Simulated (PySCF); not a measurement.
C₂H₈GeO, SMILES [CH3][GeH]([CH3])[OH]. Heavy atoms are numbered as in [GeH:1]([CH3:2])([CH3:3])[OH:4]. Hydrogens are named by the atom that carries them.

Geometry optimised at B3LYP-D3(BJ)/def2-SVP. The values are those of a single conformer.

All values below come from PBE/pcSseg-1 run with PySCF.

GIAO shieldings, no solvent; atoms alike by connectivity are averaged. δ = σ(ref) − σ: ⁷³Ge against GeH4 (σ = 1614.4 ppm); ¹³C against TMS (σ = 182.0 ppm); ¹⁷O against H2O (σ = 334.3 ppm); ¹H against TMS (σ = 31.49 ppm), references at their B3LYP-D3(BJ)/def2-TZVP geometries, non-relativistic.

```csv
nucleus,atoms,count,δ (ppm)
⁷³Ge,Ge1 (GeH),1,417.9
¹³C,C2 (CH3),2,5.8
¹⁷O,O4 (OH),1,37.2
¹H,H on Ge1,1,5.54
¹H,H on C2,6,0.69
¹H,H on O4,1,-0.11
```
